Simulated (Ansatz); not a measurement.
Frontier orbitals of CH₃ClFOTa (`[CH3][Ta](=[O])([F])[Cl]`).

Total charge 0; spin multiplicity 1. Correlated methods include outer-core shells of Ta, which these sets cover unevenly. Ta: def2 effective core potential. Geometry: relaxed with PBE0-D4/def2-TZVP. Basis def2-TZVPP, the Gaussian-basis code of Ansatz.

```json
{"functional": "PBE", "HOMO (eV)": "-7.75", "LUMO (eV)": "-2.97", "gap (eV)": "4.78"}
{"functional": "revPBE", "HOMO (eV)": "-7.68", "LUMO (eV)": "-2.87", "gap (eV)": "4.81"}
{"functional": "r2SCAN", "HOMO (eV)": "-8.07", "LUMO (eV)": "-2.81", "gap (eV)": "5.26"}
{"functional": "PBE0", "HOMO (eV)": "-9.16", "LUMO (eV)": "-2.13", "gap (eV)": "7.03"}
{"functional": "ωB97M-V", "HOMO (eV)": "-11.46", "LUMO (eV)": "0.02", "gap (eV)": "11.48"}
```

From PBE to PBE0 the HOMO moves by −1.41 eV and the LUMO by +0.85 eV, and with ωB97M-V by −3.70 and +2.99 eV, so the gap grows from 4.78 to 11.47 eV with exact exchange. A positive LUMO is unbound and depends on the basis.
